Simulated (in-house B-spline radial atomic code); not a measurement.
Configurations of Cd4+, with energies counted from [Kr] 4d8. Level of theory: scalar-relativistic (X2C) HSE06, spin-polarised, spherical fractional occupations, exact exchange averaged over the configuration, Fermi nucleus of rms radius 4.6087 fm; calculated with an all-electron radial atomic-structure program (B-spline basis). Shells without spins written out take the highest spin.

Occupations are held fixed; configurations that lie above the ionisation limit could autoionise.

```csv
configuration,E - E(ref) (eV),highest orbital,its <r> (bohr)
[Kr] 4d7 4f1,44.427,4f up,2.486
[Kr] 4d7 5f1,53.14,5f up,4.813
[Ar] 3d10 4s2 4p5 4d8 5p1,87.391,5p up,2.351
```

Order these further configurations by energy, lowest first.
A. [Kr] 4d7 5d1
B. [Ar] 3d10 4s2 4p5 4d8 5s1
C. [Ar] 3d10 4s2 4p5 4d8 5d1

A (40.922 eV), B (77.576 eV), C (100.66 eV).
